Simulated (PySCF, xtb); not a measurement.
1-bromo-3-fluoropropa-1,2-diene (C3H2BrF), SMILES C(=C=CF)Br.

GFN2-xTB run with xtb at its own geometry gives an orbital gap of 4.12 eV and a dipole moment of 2.79 D.

Geometry optimised at ωB97X-D3(BJ)/def2-SVP.

### Question
What does PBE/def2-TZVP (PySCF) give? (Estimate from the structure and the level; the computed values follow.)

### Answer
gap 4.59 eV (levels -6.57 and -1.99 eV), dipole 1.37 D.
